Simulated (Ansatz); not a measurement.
Z-matrix (Å, degrees):
```
C
S 1 1.824
H 1 1.089 2 111.0
H 1 1.089 2 111.0 3 -123.5
H 1 1.089 2 105.8 3 118.3
Si 2 2.080 1 98.2 3 61.9
F 6 1.572 2 109.0 1 179.9
F 6 1.577 2 112.8 1 -59.7
F 6 1.577 2 112.8 1 59.5
```

Total charge 0; spin multiplicity 1.

(1) List the ωB97M-V/def2-TZVPP orbital energies in eV (Ansatz). (Best estimate.)

## Answers

(1) Ansatz gave: Occupied: -2427.29, -1809.89, -678.16, -678.09, -678.09, -282.82, -221.28, -164.40, -164.32, -164.21, -150.66, -104.81, -104.80, -104.77, -37.27, -36.55, -36.47, -25.21, -21.43, -19.11, -17.39, -17.32, -16.76, -15.95, -15.94, -15.42, -15.41, -15.05, -14.93, -14.71, -13.39, -11.81, -10.04. Lowest empty: 1.70, 2.54, 3.22, 3.54, 3.78, 4.35, 4.63, 5.14.
